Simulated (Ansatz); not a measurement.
Stepwise reaction of `[NH]=[Ta]([NH2])([NH2])[NH2]` with hydrogen chloride, as a gas-phase model of exchange steps in deposition or etching. ΔE in kJ/mol; ΔG adds harmonic PBE0-D4 terms to CCSD(T)/CBS, at 1 bar.

Computed with Ansatz on PBE0-D4/def2-TZVP structures; ΔE is electronic, products minus reactants. CCSD(T)/CBS adds triple-zeta CCSD(T) − MP2 to the extrapolated MP2 energy (def2 sets, frozen cores). This one scheme is used for every species. DFT in def2-TZVPP. B3LYP here is the variant with VWN-RPA as its local correlation; programs differ in this. Elements past krypton have def2 core potentials. For Ta outer-core shells are correlated without core-valence functions, which leaves a few kJ/mol of doubt a bond. One conformer a species, not always the lowest.

```tsv
step	reaction	PBE-D4	B3LYP-D4	ωB97M-V	CCSD(T)/CBS	ΔG(500 K)
1	`[NH]=[Ta]([NH2])([NH2])[NH2]` + HCl → `[NH]=[Ta]([NH2])([NH2])[Cl]` + NH₃	-101.5	-101.3	-100.3	-100.6	-91.6
2	`[NH]=[Ta]([NH2])([NH2])[Cl]` + HCl → `[NH]=[Ta]([NH2])([Cl])[Cl]` + NH₃	-79.6	-79.4	-78.8	-79.1	-70.0
```

(1) Give the row of step 3, `[NH]=[Ta]([NH2])([Cl])[Cl]` + HCl → `[NH]=[Ta]([Cl])([Cl])[Cl]` + NH₃. (Best estimate.)

(2) By hand: ΔE of the 3 steps together at CCSD(T)/CBS.

Results:

(1) Computed: 
```tsv
step	reaction	PBE-D4	B3LYP-D4	ωB97M-V	CCSD(T)/CBS	ΔG(500 K)
3	`[NH]=[Ta]([NH2])([Cl])[Cl]` + HCl → `[NH]=[Ta]([Cl])([Cl])[Cl]` + NH₃	-55.7	-55.2	-54.4	-54.5	-44.2
```

(2) (-100.6) + (-79.1) + (-54.5) = -234.2 kJ/mol, or -78.1 kJ/mol a step.

In ΔE each step is higher than the one before. All are downhill at CCSD(T)/CBS. ΔG lies between -91.6 and -44.2 kJ/mol a step. PBE-D4 differs from CCSD(T)/CBS by -1.2 to -0.5 kJ/mol a step. Isolated molecules leave out the surface, adducts and barriers. Largest T1 diagnostic: 0.018.
